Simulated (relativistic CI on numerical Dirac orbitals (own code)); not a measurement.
**Cu³⁺ in a cubic cluster: L2,3 absorption with charge transfer**

Computed with a charge-transfer multiplet model of a cubic metal-ligand cluster with up to 2 ligand holes, Slater and spin-orbit integrals from Dirac-Coulomb-Breit ions, Slater integrals scaled by 0.8. The ground state mixes d8 with configurations of k ligand holes L, whose averages lie at kΔ + k(k − 1)U_dd/2; a core hole lowers each added d electron by U_cd. 300 K, Lorentzian 0.4 eV and Gaussian 0.3 eV FWHM.

Atomic integrals in eV (Slater integrals scaled, ζ unscaled), ground: F2dd 11.066, F4dd 6.905, zeta_d 0.110; with the core hole: F2dd 11.066, F4dd 6.905, zeta_d 0.138, zeta_core 13.377, F2cd 7.060, G1cd 5.412, G3cd 3.079.

Cluster parameters (eV): Δ = 0.2, U_dd = 6.8, U_cd = 7.8, 10Dq(ligand) = 1.4, V(eg) = 2.3, V(t2g) = -1.23, final-state hopping factor = 1.

```csv
Case,n_d,d8,d9L,d10L2,S
10Dq = 1.3 eV,8.51,0.53,0.44,0.04,1.00
10Dq = 1.6 eV,8.49,0.54,0.42,0.03,1.00
10Dq = 1.9 eV,8.47,0.56,0.41,0.03,1.00
10Dq = 2.2 eV,8.45,0.57,0.40,0.03,1.00
10Dq = 2.5 eV,8.44,0.59,0.38,0.03,1.00
```

Weights, n_d and S are thermal averages at 300 K. Photon energies count from the first peak over 30 % of the highest in each spectrum, which can be another peak from case to case. The parameters are a model scan and need not match a compound or its usual spin state. Peaks in eV (height, largest 100):
- 10Dq = 1.3 eV: 0.0 (100), 6.1 (5), 20.1 (27), 20.6 (25)
- 10Dq = 1.6 eV: 0.0 (100), 0.8 (20), 20.2 (27), 20.6 (25)
- 10Dq = 1.9 eV: 0.0 (100), 0.9 (19), 20.2 (27), 20.7 (25)
- 10Dq = 2.2 eV: 0.0 (100), 0.9 (19), 6.0 (5), 20.2 (27), 20.7 (25)
- 10Dq = 2.5 eV: 0.0 (100), 1.0 (18), 6.0 (5), 20.2 (27), 20.7 (24)

Curve for 10Dq = 2.5 eV (points under 2 left out, the grid thinned):

(E (eV), Intensity): (-1.6, 2.1), (-1.4, 2.7), (-1.2, 3.6), (-1.0, 5.2), (-0.9, 6.3), (-0.7, 10.3), (-0.5, 19.6), (-0.3, 43.9), (-0.1, 87.4), (0.1, 94.9), (0.3, 53.3), (0.4, 36.0), (0.6, 19.3), (0.8, 16.8), (1.0, 18.4), (1.2, 13.6), (1.4, 7.3), (1.6, 4.2), (1.8, 2.8), (1.9, 2.4), (4.3, 2.2), (4.5, 3.8), (4.7, 4.1), (4.9, 2.7), (5.5, 2.2), (5.7, 3.6), (5.8, 4.6), (6.0, 5.5), (6.2, 3.5), (19.3, 2.3), (19.5, 3.7), (19.7, 7.0), (19.9, 15.3), (20.1, 25.9), (20.2, 27.1), (20.4, 21.7), (20.6, 22.1), (20.8, 24.3), (21.0, 15.4), (21.2, 7.2), (21.4, 3.7), (21.5, 2.8), (25.2, 2.1), (25.4, 3.1), (25.6, 2.5)

For the case 10Dq = 1.6 eV, Δ = 0.2 eV is smaller than U_dd = 6.8 eV, the charge-transfer side of the Zaanen-Sawatzky-Allen scheme. With the core hole the configuration with one ligand hole lies at Δ + U_dd − U_cd = -0.8 eV from the one without, against Δ in the ground state.
